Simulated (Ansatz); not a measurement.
Li₄O₂⁻. Total charge -1; doublet. Geometry r2SCAN-D4/def2-TZVPD, basis def2-TZVPD, Ansatz.

```xyz
6

Li    3.2871   -1.2170    0.9035
Li    0.4000    0.0858    0.1511
Li   -2.6405    0.3083    0.6156
Li   -1.7777    0.6916   -1.9431
O     2.0350   -0.2400    0.6507
O    -1.3038    0.3714   -0.3778
```

```
run  HOMO (eV)  LUMO (eV)
  A       0.72       1.23
  B      -0.19       1.93
  C       0.86       0.89
  D       0.71       1.15
  E       0.37       1.49
```

HOMO above LUMO, or a gap near zero within one spin, warns that the state may not be the lowest or that an electron is smeared out. Another isomer (doublet) lies 1.05 eV lower at PBE0-D4/def2-TZVPD; other spin states weren't run for this one.

HOMO and LUMO are taken over both spins.

Q: The runs used B97M-V, PBE, PBE0, r2SCAN, ωB97M-V. Estimate which is which.

A: A r2SCAN (0 % exact exchange); B ωB97M-V (range-separated); C B97M-V (0 % exact exchange); D PBE (0 % exact exchange); E PBE0 (25 % exact exchange). Exact exchange lowers occupied and raises empty levels; among semilocal functionals meta-GGAs tend to open the gap a little, and such runs are hard to tell apart. The gap grows from 0.03 eV (B97M-V) to 2.12 eV (ωB97M-V). At r2SCAN-D4/def2-TZVPD, B97M-V/def2-TZVPD, PBE-D4/def2-TZVPD, PBE0-D4/def2-TZVPD the highest occupied level of the charge -1 doublet lies above zero (up to 0.86 eV). It is a level of α spin, whose loss leaves a singlet; that state wasn't run at this geometry and level. The electron is either unbound and held by the finite basis, or the level is raised by self-interaction error. At B97M-V/def2-TZVPD the gap within one spin of the charge -1 doublet nearly closes, so an electron or hole may be smeared out by delocalisation error.
